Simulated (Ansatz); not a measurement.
Geometry optimisation, RHF/def2-SVP (Ansatz).

input.yaml

```yaml
crystal:
  periodic: [false, false, false]
  atoms:
    - { symbol: Si, position_ang: [0.0227, 1.1205, 0.2779] }
    - { symbol: O, position_ang: [1.2774, 0.4507, -1.219] }
    - { symbol: O, position_ang: [-0.635, -0.3279, 0.6111] }
    - { symbol: Si, position_ang: [-1.179, -1.8456, 0.435] }
    - { symbol: H, position_ang: [-1.0288, 1.8119, -0.4258] }
    - { symbol: H, position_ang: [0.7907, 1.3279, 1.4857] }
    - { symbol: H, position_ang: [1.5561, 1.6858, -1.1068] }
    - { symbol: F, position_ang: [1.1776, 2.6004, -0.4234] }
    - { symbol: H, position_ang: [1.9748, -0.0899, -0.8561] }
    - { symbol: H, position_ang: [-2.141, -2.0092, 1.5239] }
    - { symbol: H, position_ang: [-0.0221, -2.7332, 0.5804] }
    - { symbol: H, position_ang: [-1.7935, -1.9914, -0.883] }
basis:
  gaussian: { orbitals: def2-SVP }
hamiltonian:
  xc: hf
relax:
  f_tol: 0.15
  max_steps: 25
  restrain:
    - { distance: [0, 7], at: 2.98, k: 30.0 }
    - { distance: [6, 1], at: 2.27, k: 30.0 }
    - { distance: [0, 1], at: 1.77, k: 30.0 }
    - { distance: [6, 7], at: 0.88, k: 30.0 }
output:
  orbitals: {}
```

Run as:

```bash
$ ansatz run input.yaml --threads 2 --pin off --max-ram 3072MiB --backend cpu --events-out ev --progress --plain --runs-dir out
```

Task: Where does it end, and by what steps?

Result: It converged. The restraints hold the end off the free minimum. After 16 steps the energy has fallen by 1.919 eV (the restraints' own energy left out); H7 moved furthest, 0.96 Å. Parted: Si1–F8. Joined: H7–F8.

| step | energy less start (eV) | largest force component (eV/Å) | accepted |
| --- | --- | --- | --- |
| 0 | 0.0000 | 2.629 | yes |
| 1 | -0.1864 | 2.863 | yes |
| 2 | -0.4865 | 4.655 | yes |
| 3 | -0.8409 | 3.770 | yes |
| 4 | -1.5654 | 1.816 | yes |
| 5 | -1.8453 | 1.419 | yes |
| 6 | -1.8849 | 1.328 | yes |
| 7 | -1.9001 | 1.110 | yes |
| 8 | -1.9025 | 1.055 | yes |
| 9 | -1.9015 | 1.040 | no |
| 10 | -1.9061 | 1.029 | yes |
| 11 | -1.9065 | 1.003 | no |
| 12 | -1.9112 | 1.021 | yes |
| 13 | -1.9126 | 1.039 | yes |
| 14 | -1.9178 | 1.048 | yes |
| 15 | -1.9158 | 1.082 | no |
| 16 | -1.9189 | 1.037 | yes |

```xyz
12
Properties=species:S:1:pos:R:3
Si 0.097 0.829 0.243
O 1.311 0.413 -0.903
O -0.631 -0.549 0.748
Si -1.320 -2.023 0.493
H -0.858 1.679 -0.472
H 0.699 1.467 1.421
H 1.802 2.576 -1.353
F 1.516 3.234 -0.813
H 1.960 -0.214 -0.620
H -2.251 -2.320 1.601
H -0.264 -3.061 0.445
H -2.061 -2.030 -0.790
```

Whether the end is a true minimum wasn't checked by a vibrational analysis.

Run time: 26 s on 2 threads of Arm Neoverse V1, with other jobs on the host, peak memory 0.23 GiB.
